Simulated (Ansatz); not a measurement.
An input meant for B13⁺ (charge 1, singlet).

```yaml
crystal:
  periodic: [false, false, false]
  atoms:
    - {symbol: B, position_ang: [-1.679083, -0.053348, -0.808854]}
    - {symbol: B, position_ang: [-0.019856, -1.815040, 0.894225]}
    - {symbol: B, position_ang: [-1.443911, -1.136364, 0.363824]}
    - {symbol: B, position_ang: [-0.601387, -0.384899, 1.619459]}
    - {symbol: B, position_ang: [-1.247132, 1.530307, -0.318397]}
    - {symbol: B, position_ang: [1.108921, 0.578196, -1.393690]}
    - {symbol: B, position_ang: [-0.476125, 0.754592, -1.637255]}
    - {symbol: B, position_ang: [-1.711087, 0.465789, 0.814365]}
    - {symbol: B, position_ang: [1.012648, -0.385654, 1.094632]}
    - {symbol: B, position_ang: [1.907820, -0.520036, -0.430575]}
    - {symbol: B, position_ang: [1.374909, -1.859858, 0.182067]}
    - {symbol: B, position_ang: [0.323740, 1.832727, -0.586470]}
    - {symbol: B, position_ang: [1.450553, 0.993577, 0.206659]}
basis:
  gaussian: {orbitals: def2-SVPD, fitting: {mean_field: def2-universal-jkfit}}
total_charge: -2
magnetization: {spin_polarized: true, initial_magnetization: 1}
hamiltonian: {xc: {name: B3LYP5}}
scf: {omitted_lower_state_checks: [starts]}
output: {forces: true}
```

```sh
$ ansatz run in.yaml --threads 4 --pin off --events-out ev --progress --plain --max-ram 6963MiB
```

Shortened log:

```
Functional definition: B3LYP5
975 factors; integrals over basis functions are off by at most 1.0e-2 eV
mean field evaluation 1: about -8762.7582 eV, gradient 2.9e1 eV
mean field evaluation 2: about -8742.2207 eV, gradient 6.1e1 eV
mean field evaluation 4: about -8767.7720 eV, gradient 1.0e1 eV
mean field evaluation 8: about -8768.5450 eV, gradient 3.3e-1 eV
mean field evaluation 16: about -8768.5555 eV, gradient 9.2e-2 eV
mean field evaluation 32: about -8768.5557 eV, gradient 8.4e-5 eV
mean field -8768.55572351 eV, -322.2384792986 hartree, gradient 1.6e-5 eV, S^2 1.010893; 0 other end points of the search recorded, 0 dependent functions left out
reference -8768.55594290 eV, -322.2384873609 hartree; 34, 33 occupied and 226, 227 virtual orbitals, 975 factors
Total energy: -8768.55594290 eV, -322.2384873609 hartree
Atom 0 at    -1.679083    -0.053348    -0.808854 Å, force     0.069833     1.070627    -0.596492 eV/Å
Atom 1 at    -0.019856    -1.815040     0.894225 Å, force     0.125770    -0.025673     0.174386 eV/Å
Atom 2 at    -1.443911    -1.136364     0.363824 Å, force     0.342246     0.064391     0.502669 eV/Å
Atom 3 at    -0.601387    -0.384899     1.619459 Å, force     0.115470    -0.267129     0.820389 eV/Å
Atom 4 at    -1.247132     1.530307    -0.318397 Å, force    -0.119387    -0.436229    -0.589066 eV/Å
Atom 5 at     1.108921     0.578196    -1.393690 Å, force     0.296573     0.038879     0.530709 eV/Å
Atom 6 at    -0.476125     0.754592    -1.637255 Å, force    -1.175037     0.234458     0.260941 eV/Å
Atom 7 at    -1.711087     0.465789     0.814365 Å, force    -0.866085    -0.250464     0.090715 eV/Å
Atom 8 at     1.012648    -0.385654     1.094632 Å, force    -0.730530    -0.206988    -1.255447 eV/Å
Atom 9 at     1.907820    -0.520036    -0.430575 Å, force     0.142447    -0.021872     0.163182 eV/Å
Atom 10 at     1.374909    -1.859858     0.182067 Å, force     0.746610    -0.883840     0.219084 eV/Å
Atom 11 at     0.323740     1.832727    -0.586470 Å, force     0.277237     0.505526    -0.696731 eV/Å
Atom 12 at     1.450553     0.993577     0.206659 Å, force     0.774855     0.178312     0.375660 eV/Å
Dipole moment:    -0.237747     0.269467    -0.081607 e Å
Checks for a lower state left out: starts
```

In this input the charge is far from what the species holds (-2 typed, 1 meant). The calculation finished and met its thresholds. The result belongs to that input, not to the species as meant.

A multiply charged anion in the gas phase is held together partly by the finite basis. The charge -2 doublet is spin-contaminated (final ⟨S²⟩ up to 1.01, 0.75 for a pure state).
